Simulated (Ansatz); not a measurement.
Start from `CC(=O)C=C(C)C` and change one atom or group to get `CC1=CC(C)=[O+][Sn-]([OH])[O]1`.

Ansatz, PBE0-D4/def2-TZVP geometries, multiplicity 1. Each molecule was computed in one conformer, which needn't be the lowest.

Elements past krypton have def2 core potentials.

```
                                          property  `CC(=O)C=C(C)C`
  size of the dipole moment (B3LYP/def2-TZVPP) / D             2.96
               LUMO energy (B3LYP/def2-TZVPP) / eV            -1.52
size of the dipole moment (ωB97M-V/def2-TZVPP) / D             2.90
             LUMO energy (ωB97M-V/def2-TZVPP) / eV             0.82
                 HOMO energy (PBE/def2-TZVPP) / eV            -5.33
           HOMO–LUMO gap (ωB97M-V/def2-TZVPP) / eV            10.19
```

Q: Give the same properties after the change, and the shifts. (Estimate.)

A: The calculation gave: 
| property | `CC1=CC(C)=[O+][Sn-]([OH])[O]1` | shift |
| --- | --- | --- |
| size of the dipole moment (B3LYP/def2-TZVPP) / D | 3.87 | 0.91 |
| LUMO energy (B3LYP/def2-TZVPP) / eV | -1.86 | -0.34 |
| size of the dipole moment (ωB97M-V/def2-TZVPP) / D | 3.93 | 1.03 |
| LUMO energy (ωB97M-V/def2-TZVPP) / eV | 0.41 | -0.41 |
| HOMO energy (PBE/def2-TZVPP) / eV | -5.91 | -0.58 |
| HOMO–LUMO gap (ωB97M-V/def2-TZVPP) / eV | 9.56 | -0.63 |

With PBE0 the HOMO falls by 0.07 eV and the LUMO falls by 0.35 eV, so the gap narrows by about 0.28 eV. PBE moves the HOMO by -0.58 eV and ωB97M-V by 0.21 eV. Dipoles are sizes alone; their direction can turn.

B3LYP here is the variant with VWN-RPA as its local correlation; programs differ in this.
